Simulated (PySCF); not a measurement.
Gas-phase reaction: 2 SiH3I + 3 I2 → 2 SiI4 + 6 H

Computed with PySCF and rigid-rotor harmonic-oscillator thermochemistry at 1 bar. † marks an energy on the PBE0/def2-TZVP geometry and frequencies; other levels use their own. Open shells (unrestricted): H (multiplicity 2); the rest are closed-shell singlets. B3LYP is the form with VWN-RPA correlation. I: scalar-relativistic def2 core potential, no spin-orbit coupling. The harmonic model lacks anharmonicity and excited electronic states, which grow with temperature; levels with a mode under 35 cm⁻¹ are left out. Soft modes under 120 cm⁻¹ make the harmonic entropy rough for SiI4.

```tsv
level	ΔE electronic, kJ	ΔH°(298 K), kJ	ΔS°(298 K), J/K	ΔG°(2000 K), kJ
B3LYP/def2-TZVP†	1063	979	196	434
BLYP/def2-TZVP†	1068	983	196	438
HF/def2-TZVP†	768	684	196	139
PBE/def2-SVP	917	836	197	293
r2SCAN/def2-TZVP†	925	840	196	295
LDA/def2-TZVP†	990	906	196	360
ωB97M-V/def2-TZVP†	949	865	196	320
```
ΔH° is lowest at HF/def2-TZVP† and highest at BLYP/def2-TZVP†. No reference value is set beside these.
